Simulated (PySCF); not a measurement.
# Peak assignment

Atom-mapped SMILES (the numbers label the heavy atoms): `[O:1]=[C:2]1[CH2:3][CH2:4][CH2:5][CH2:6][NH:7]1`. Each H is labelled by its parent atom.

All values are calculated (PySCF): couplings computed with B3LYP/pcJ-1 (spin–dipole term only in couplings to heteroatoms), geometry: PBE0-D3(BJ)/def2-SVP, NMR shieldings at HF/pcSseg-1/GIAO. Non-relativistic Hamiltonian, fast rotation and ring inversion assumed for equivalent nuclei, one conformer, no solvent model.

Referencing at the same level of theory: $^{13}$C, $^{1}$H vs TMS.

Q: Assign these signals to the numbered atoms. $^{13}$C{$^{1}$H} NMR (computed): δ 177.3 (C), 38.9 (CH2), 30.3 (CH2), 22.9 (CH2), 20.8 (CH2).

A: 
| δ (ppm) | atoms | environment | reason |
| --- | --- | --- | --- |
| 177.3 | C2 | amide carbonyl carbon | lone-pair donation from the attached heteroatom keeps it upfield of a ketone carbonyl |
| 38.9 | C6 | sp3 CH2 bonded to N | deshielded by the electronegative neighbour |
| 30.3 | C3 | sp3 CH2 α to a carbonyl | the adjacent C=O deshields it moderately |
| 22.9 | C5 | sp3 CH2 in a ring | aliphatic region, no heteroatom directly attached |
| 20.8 | C4 | sp3 CH2 in a ring | – |

Q: Assign these signals to the numbered atoms. $^{1}$H NMR (400 MHz, computed): δ 4.12 (br, 1H), 2.93 (m, 2H), 2.06 (m, 2H), 1.43 (m, 2H), 1.42 (m, 2H).

A: 
4.12 → H(N7), hydrogen on an amide-type nitrogen: exchangeable; this is the value without hydrogen bonding to other molecules
2.93 → H(C6), hydrogen on an sp3 CH2 bonded to N: its carbon carries N, hence the downfield position
2.06 → H(C3), hydrogen on an sp3 CH2 α to a carbonyl: α to C=O
1.43 → H(C5), hydrogen on an sp3 CH2 in a ring
1.42 → H(C4), hydrogen on an sp3 CH2 in a ring

H(C5) and H(C4) lie closer than the usual error of such a calculation, so a measured spectrum could show them in the other order.

OH and NH positions are those of a molecule without intermolecular hydrogen bonds; in solution they move with solvent, concentration and temperature, and exchange usually removes their couplings. Amide-type NH protons are broadened by 14N but still split neighbouring CH signals. Splittings below 1 Hz are ignored in the labels, and close J values are merged. Couplings among chemically equivalent protons are left out too, so labels in AA′BB′ or AA′XX′ sets are apparent multiplicities. Unscaled 3J(H,H) at this level run about 10 % above measured values. Shifts are as computed. Against solution values, carbons near 30 ppm lie about -0 ppm off and those near 130 ppm about +7 ppm. Of 1211 compounds with measured shifts, 218 miss one by over three times the rms of a fit or turn the order of signals round; such compounds aren't used in these exercises. The C=O carbon of an acid or of an amide with N–H lies up to 10 ppm further downfield in solution, through hydrogen bonding that the calculation lacks.
